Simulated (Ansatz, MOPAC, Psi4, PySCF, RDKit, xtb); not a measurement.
Pair of molecules: CH2O (SMILES C=O) (first 4 atoms) with H2Se (SMILES [SeH2]); geometry from B3LYP-D3(BJ)/def2-TZVP, rigid monomers moved along the line of their centres of mass till O2···Se5 is 2.92 Å.
(charge 0, multiplicity 1):
```xyz
7

C      0.3537     0.0670    -0.3292
O      1.0838    -0.6681     0.2779
H      0.2041    -0.0338    -1.4210
H     -0.2039     0.8785     0.1737
Se     0.8438     0.5965     2.8940
H      0.4035    -0.8031     2.8748
H      0.1974     0.8319     4.1959
```

```tsv
level	interaction energy (meV)	minus MP2/CBS(aug-cc-pVDZ, aug-cc-pVTZ) + ΔCCSD(T)/aug-cc-pVDZ	cost
UFF	133.5	198.9	-
GFN-FF	13.8	79.2	-
AM1	-4.1	61.3	-
PM3	-155.2	-89.8	-
PM6	45.1	110.4	-
PM7	-70.5	-5.2	-
GFN1-xTB	-44.5	20.8	-
HF/STO-3G (no counterpoise)	83.4	148.7	-
HF/3-21G (no counterpoise)	-55.6	9.8	-
HF/6-31G*	65.2	130.6	-
HF/6-31G* (no counterpoise)	17.0	82.3	-
HF/aug-cc-pVDZ	68.2	133.6	-
HF/aug-cc-pVTZ	74.7	140.0	-
PBE/def2-TZVPPD	-20.3	45.0	×1
PBE-D3(BJ)/def2-TZVPPD	-70.3	-4.9	×1
PBE-D4/def2-TZVPPD	-73.8	-8.5	×1
BP86/6-31G* (no counterpoise)	-35.6	29.8	-
r2SCAN/def2-TZVPPD	-50.5	14.8	×1
r2SCAN-D3(BJ)/def2-TZVPPD	-66.6	-1.3	×1
r2SCAN-D4/def2-TZVPPD	-64.5	0.9	×1
B3LYP/3-21G (no counterpoise)	-137.8	-72.5	-
B3LYP/6-31G*	24.7	90.1	-
B3LYP/6-31G* (no counterpoise)	-46.4	18.9	-
B3LYP/def2-TZVPPD	23.9	89.3	×1
B3LYP-D3(BJ)/def2-TZVPPD	-66.4	-1.1	×1
B3LYP-D4/def2-TZVPPD	-62.5	2.9	×1
PBE0/def2-TZVPPD	-23.0	42.4	×1
PBE0-D3(BJ)/def2-TZVPPD	-69.9	-4.5	×1
PBE0-D4/def2-TZVPPD	-69.6	-4.3	×1
M06-2X/6-31G* (no counterpoise)	-150.0	-84.6	-
wB97X-V/def2-TZVPPD	-61.9	3.4	×3
wB97M-V/def2-TZVPPD	-68.9	-3.5	×3
MP2/6-31G* (no counterpoise)	-82.9	-17.5	-
MP2/aug-cc-pVDZ	-36.8	28.6	-
MP2/aug-cc-pVTZ	-64.4	1.0	×3
MP2/CBS(aug-cc-pVDZ, aug-cc-pVTZ)	-78.7	-13.4	-
CCSD/aug-cc-pVDZ	-7.3	58.1	-
CCSD(T)/aug-cc-pVDZ	-23.4	42.0	×4
MP2/CBS(aug-cc-pVDZ, aug-cc-pVTZ) + ΔCCSD(T)/aug-cc-pVDZ	-65.4	0.0	×6
SAPT0/aug-cc-pVDZ	-97.8	-32.4	-
```

 The comparison column counts from a level with limits of its own.

The rows run from -155.2 (PM3) to 133.5 meV (UFF). From aug-cc-pVDZ to aug-cc-pVTZ MP2 changes by -27.6. The dispersion term adds -50.0 in PBE-D3(BJ), -53.5 in PBE-D4, -16.1 in r2SCAN-D3(BJ). The 6 functionals in def2-TZVPPD without D3 or D4 span 92.8, from wB97M-V to B3LYP.

Monomers are frozen at their geometry in the pair; levels with a basis set take the counterpoise correction. Rows marked so take none. RDKit's UFF carries no charges.

Cores are frozen in the correlated methods. Filled d and f shells under p-block atoms count as core. CBS(a, b) extrapolates the correlation energy as X⁻³ and adds the Hartree–Fock energy of set b. Rows in 3-21G, 6-31G*, STO-3G carry no dispersion term and start afresh at each structure (6-31G* with six Cartesian d functions); the Pople sets are all-electron and without relativity. MP2/6-31G* freezes PySCF's default core, which leaves 3d correlated. The state that AM1, PM3, PM6, PM7 reach isn't checked; PM7 holds dispersion and hydrogen-bond terms.

Run with Ansatz (an electronic-structure program) with Gaussian orbitals; MOPAC for AM1, PM3, PM6, PM7 (differences of heats of formation); Psi4 for SAPT; PySCF for 3-21G rows, 6-31G* rows, STO-3G rows, the dispersion terms; RDKit for the force fields; xtb for the GFN methods. Each number belongs to the level named beside it.

Costs are rough ratios of core time to PBE/def2-TZVPPD (about 8 s over the structures, on one shared machine); a dash marks a level with no comparable run of its own.
